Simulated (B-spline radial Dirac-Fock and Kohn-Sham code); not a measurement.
ΔSCF core binding energies without Breit or QED terms, calculated with a radial atomic solver.

A sound run for the O³⁺ ion in the configuration 1s2 2s2 2p1: The ground state converged in 8 iterations, with total energy -71.15141 Ha, virial ratio 1.99841 and highest orbital energy -77.80 eV. ΔSCF binding energies: K (1s) 628.1 eV. Holes are computed only in closed shells, and unreliable hole states are left out.

A second run, with one unsound setting: The ground state had not converged after 98 iterations, with total energy -71.15139 Ha, virial ratio 1.99833 and highest orbital energy -77.82 eV. ΔSCF binding energies: K (1s) 628.1 eV (not all states converged, so these are not final). Holes are computed only in closed shells, and unreliable hole states are left out.

```
iter   energy (Ha)        error
   1      -70.43169821  4.05e-01
   2      -71.14789292  1.14e-02
   3      -71.14809494  1.11e-02
   4      -71.14828522  1.07e-02
   5      -71.14846445  1.04e-02
   6      -71.14863327  1.01e-02
   7      -71.14879231  9.77e-03
   8      -71.14894212  9.46e-03
   9      -71.14908326  9.16e-03
  17      -71.14995510  7.11e-03
  25      -71.15049763  5.55e-03
  33      -71.15083613  4.55e-03
  41      -71.15104790  3.77e-03
  49      -71.15118074  3.12e-03
  57      -71.15126430  2.58e-03
  65      -71.15131699  2.13e-03
  73      -71.15135031  1.76e-03
  81      -71.15137144  1.45e-03
  89      -71.15138488  1.19e-03
  97      -71.15139344  9.82e-04
  98      -71.15139427  9.58e-04
```

Q: Which fault fits the second run best?
A. functional not served
B. damping too heavy
C. speed of light below Z
D. nuclear radius in wrong units

A: B. The input had damp = 0.97; ndamp = 100: damp is so close to 1 that the orbitals hardly move in each step.
